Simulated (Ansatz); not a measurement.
A run for Ansatz (an electronic-structure program): R-PBE0/def2-TZVPP on H3ISiSn (SMILES [SiH3][Sn][I]), a point of a torsion scan. Elements past Kr take the def2 small-core potentials; no spin–orbit coupling.

Ansatz 0.2 input:
```yaml
crystal:
  periodic: [false, false, false]
  atoms:
    - {symbol: Si, position_ang: [-0.77829102, 0.02277860, 0.02198554]}
    - {symbol: Sn, position_ang: [1.44719265, 1.44937944, 0.08189985]}
    - {symbol: I, position_ang: [2.94039711, -0.30706045, 1.51828691]}
    - {symbol: H, position_ang: [-1.12848507, -0.68549217, 1.26346710]}
    - {symbol: H, position_ang: [-1.98073330, 0.81690445, -0.29892969]}
    - {symbol: H, position_ang: [-0.75264637, -1.02347976, -1.01807885]}
basis:
  gaussian:
    orbitals: def2-TZVPP
hamiltonian:
  xc: {name: PBE0}
scf: {lower_state_search: off}
```

The head of its log:

```
WARN ansatz: RAYON_NUM_THREADS=1 ignored (pool sized by the plan → 1); use --threads N
Functional definition: PBE0
these checks for a lower state are left out or cut short: stability, starts, cluster_reference, orbital_swaps, neighbouring_geometries, increment
integrals: 0.12 GiB planned
1347 factors; their error is unknown
mean field: 0.96 GiB planned
mean field evaluation 1: about -21856.0194 eV, gradient 1.7e1 eV
mean field evaluation 2: about -21855.8304 eV, gradient 2.0e1 eV
```

### Question
Give the final energy of this run.

### Answer
-803.2530 hartree.
